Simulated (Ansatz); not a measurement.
Harmonic frequencies (cm⁻¹) at PBE0-D4/def2-TZVP from Ansatz: 33, 202, 235, 298, 397, 406, 752, 794, 832, 836, 917, 960, 976, 1022, 1169, 1275, 1398, 2340, 2583, 2670, 3589.

Each molecule was computed in one conformer, which needn't be the lowest.

Q: Which molecule is it?
A. `BN[SiH](F)F`
B. `N[SiH2]B(F)F`
C. `FB(F)N[SiH3]`
D. `FC1=CB1[SiH3]`

A: A.
